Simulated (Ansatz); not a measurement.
Computed with Ansatz on PBE0-D4/def2-TZVP structures; ΔE is electronic, products minus reactants. CBS: MP2 limit from def2 TZ/QZ plus the TZ coupled-cluster correction, frozen cores. DFT in def2-TZVPP. Each species was taken in one conformer, which may not be the lowest.

Reaction (formal exchange of groups at the Si–C bond): `C=C=C(O)[SiH3]` + `C=C[Si](N)(O)F` → `C=C[Si](N)(O)[SiH3]` + `C=C=C(O)F`

`C=C=C(O)[SiH3]`:

```xyz
11

C    -0.224   -1.216    1.837
C     0.154   -0.630    0.736
C     0.496   -0.020   -0.368
O     1.678   -0.218   -1.038
Si   -0.656    1.230   -1.156
H    -0.784   -2.147    1.822
H     0.005   -0.795    2.812
H     2.202   -0.872   -0.562
H     0.013    2.554   -1.236
H    -1.011    0.794   -2.531
H    -1.874    1.320   -0.316
```

`C=C[Si](N)(O)F`:

Z-matrix (Å, degrees):
```
Si
C 1 1.847
O 1 1.636 2 114.8
N 1 1.700 2 109.3 3 123.0
F 1 1.596 2 106.9 3 -113.1
C 2 1.331 1 123.4 3 -102.1
H 2 1.089 1 118.5 3 77.1
H 3 0.958 1 116.7 2 59.0
H 4 1.008 1 119.7 2 -165.0
H 4 1.007 1 120.6 2 49.6
H 6 1.086 2 121.5 1 -0.5
H 6 1.087 2 122.3 1 179.4
```

`C=C[Si](N)(O)[SiH3]`:

```xyz
15

C     0.330   -2.386   -0.614
C    -0.502   -1.397   -0.296
Si    0.084    0.230    0.388
N    -1.003    0.620    1.651
O     1.679    0.109    0.819
Si    0.066    1.959   -1.191
H    -0.016   -3.329   -1.028
H     1.404   -2.286   -0.477
H    -1.567   -1.543   -0.474
H    -1.492   -0.085    2.175
H    -1.006    1.513    2.114
H     1.880   -0.464    1.562
H     0.199    3.284   -0.520
H    -1.226    1.955   -1.932
H     1.171    1.820   -2.177
```

`C=C=C(O)F`:

Cartesian coordinates in Å:
```
C 0.479 0.969 -1.135
C -0.024 0.322 -0.125
C -0.514 -0.348 0.880
O -0.299 -1.632 1.211
F -1.343 0.191 1.760
H -0.022 1.002 -2.101
H 1.419 1.513 -1.058
H 0.305 -2.017 0.568
```

```tsv
level	ΔE (eV)	difference from CCSD(T)/CBS
PBE-D4	2.23	-0.41
PBE0-D4	2.34	-0.30
ωB97X-V	2.45	-0.19
ωB97M-V	2.56	-0.08
B2PLYP	2.60	-0.04
PBE	2.24	-0.40
HF/def2-TZVPP	2.72	0.08
HF/def2-QZVPP	2.75	0.11
MP2/def2-QZVPP	2.77	0.13
CCSD/CBS(def2)	2.67	0.03
CCSD(T)/CBS	2.64	0
```

Largest T1 diagnostic among the species: 0.013.

From PBE to PBE0 (25 % exact exchange), in def2-TZVPP and without D4, ΔE moves by +0.11 eV.
